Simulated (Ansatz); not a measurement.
# How methods differ on SnH3Cl (SnClH3)

SnH3Cl: 5 atoms, total charge 0, spin state singlet. As SMILES, `[H][Sn]([H])([H])[Cl]`. Geometry: a GFN2-xTB relaxation, a rough one for these elements and not checked as a minimum.

```xyz
5

Sn    0.0000    0.0009   -0.1426
Cl    0.0116   -0.0193    2.1380
H     1.5866    0.0109   -0.6751
H    -0.8030    1.3805   -0.6471
H    -0.7952   -1.3730   -0.6733
```

Each level gives the vertical ionisation energy (to the doublet cation) (eV). The values are calculated.

| level | kind | program | value (eV) | less FCI/STO-3G | CPU time (all runs) |
| --- | --- | --- | --- | --- | --- |
| HF/STO-3G | Hartree–Fock | Ansatz | 8.95 | +0.15 | 4.1 s |
| SVWN5/STO-3G | LDA | Ansatz | 8.97 | +0.17 | 8.1 s |
| revPBE/STO-3G | GGA | Ansatz | 9.00 | +0.20 | 15 s |
| B3LYP/STO-3G | global hybrid | Ansatz | 9.37 | +0.57 | 31 s |
| CAM-B3LYP/STO-3G | range-separated hybrid | Ansatz | 9.59 | +0.79 | 39 s |
| MP2/STO-3G | perturbation theory | Ansatz | 8.95 | +0.15 | 9.2 s |
| CCSD(T)/STO-3G | coupled cluster or CI | Ansatz | 8.81 | +0.01 | 9.7 s |
| CCSD/STO-3G | coupled cluster or CI | Ansatz | 8.83 | +0.03 | 9.8 s |
| FCI/STO-3G | exact in the basis | Ansatz | 8.80 | 0.00 | 2.4 min |

FCI/STO-3G is exact within its basis and frozen core, so for wave-function methods in that basis the difference is their error; functionals converge differently with the basis, so for them it is only a difference. All-electron rows without a relativistic Hamiltonian named are non-relativistic. Spin-orbit coupling, which can split open shells on such heavy atoms by tenths of an eV, is left out. The values span 8.80 to 9.59 eV. All rows use very small basis sets, so none should be taken for the real molecule's value. In the correlated wave-function rows the outer d shell of Sn is correlated, in sets not made for it. CPU times are rough (shared hosts, several kinds of processor and program).
